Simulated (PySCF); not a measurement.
B(All)(F)(OH) (C3H6BFO), SMILES C=CCB(O)F. Atoms are numbered in the order given.

```xyz
12

B      0.5190     0.5447     0.6629
C      0.3199    -0.9481     0.1547
C     -0.9709    -1.1214    -0.5956
C     -1.1266    -0.9458    -1.9123
H      0.3929    -1.6395     1.0093
H      1.1836    -1.1685    -0.4994
H     -1.8587    -1.3497     0.0095
H     -0.2733    -0.7239    -2.5648
H     -2.1062    -1.0431    -2.3902
F      1.3957     0.7986     1.6394
O     -0.1359     1.5989     0.1316
H     -0.7410     1.3138    -0.5673
```

Geometry: ωB97X-D3(BJ)/def2-SVP. Other conformers were not sampled.

The numbers are results of PySCF with PBE/pcSseg-1, not measurements.

GIAO shieldings, no solvent; atoms listed in one row are averaged. δ = σ(ref) − σ: ¹¹B against BF3 (σ = 83.9 ppm); ¹³C against TMS (σ = 182.0 ppm); ¹H against TMS (σ = 31.49 ppm); ¹⁹F against CFCl3 (σ = 133.6 ppm); ¹⁷O against H2O (σ = 334.3 ppm), references at their B3LYP-D3(BJ)/def2-TZVP geometries, non-relativistic.

| nucleus | atoms | count | δ (ppm) |
|---|---|---|---|
| ¹¹B | B1 | 1 | 18.7 |
| ¹³C | C3 | 1 | 149.0 |
| ¹³C | C4 | 1 | 123.0 |
| ¹³C | C2 | 1 | 27.8 |
| ¹H | H7 | 1 | 6.50 |
| ¹H | H12 | 1 | 5.88 |
| ¹H | H9 | 1 | 5.66 |
| ¹H | H8 | 1 | 5.56 |
| ¹H | H5, H6 | 2 | 2.16 |
| ¹⁹F | F10 | 1 | -114.1 |
| ¹⁷O | O11 | 1 | 165.4 |
